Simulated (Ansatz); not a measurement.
Species: diisocyanatosilane, C2H2N2O2Si, charge 0, multiplicity 1. SMILES: O=C=N[SiH2]N=C=O
Geometry from a B3LYP-D3(BJ)/def2-TZVP (Ansatz, a first-principles code) optimisation:
```xyz
9

O     -2.9947     1.1583     0.7579
C     -2.1687     0.3710     0.5183
N     -1.3396    -0.4577     0.2867
Si     0.0445    -1.3168    -0.2116
N      1.3637    -0.2557    -0.4014
C      2.1340     0.6565    -0.3532
O      2.9038     1.5318    -0.3256
H     -0.2313    -1.9517    -1.5085
H      0.3752    -2.3061     0.8242
```
Charge 0, spin multiplicity 1.

Wanted: vertical triplet-singlet gap (E(triplet) - E(singlet); each state is the SCF solution reached for its spin), in kcal/mol. Correlated levels leave the core frozen unless marked. Open shells are spin-unrestricted. No spin-orbit coupling. Non-relativistic. CBS(X,Y): correlation extrapolated as X^-3; Hartree-Fock from the larger set. [CCSD(T)-MP2]/basis is that difference in the basis named.

| level | program | vertical triplet-singlet gap (kcal/mol) |
|---|---|---|
| PBE/def2-TZVPD | Ansatz | 139.6 |
| PBE0/def2-TZVPD | Ansatz | 151.1 |
| BHLYP/def2-TZVPD | Ansatz | 153.6 |
| CAM-B3LYP/def2-TZVPD | Ansatz | … |
| wB97X-V/def2-TZVPD | Ansatz | 159.1 |
| B2PLYP/def2-TZVPD | Ansatz | 159.8 |
| SCS-MP2/aug-cc-pV(D+d)Z | Ansatz | 176.9 |
| SCS-MP2/aug-cc-pV(T+d)Z | Ansatz | 176.7 |
| CCSD/aug-cc-pV(T+d)Z | Ansatz | 162.7 |
| RI-MP2/CBS(aug-cc-pV(T+d)Z,aug-cc-pV(Q+d)Z)+[CCSD(T)-MP2]/aug-cc-pV(T+d)Z | Ansatz | … |

Fill in the missing entries.


- CAM-B3LYP/def2-TZVPD, vertical triplet-singlet gap (kcal/mol): 154.4
- RI-MP2/CBS(aug-cc-pV(T+d)Z,aug-cc-pV(Q+d)Z)+[CCSD(T)-MP2]/aug-cc-pV(T+d)Z, vertical triplet-singlet gap (kcal/mol): 164.8
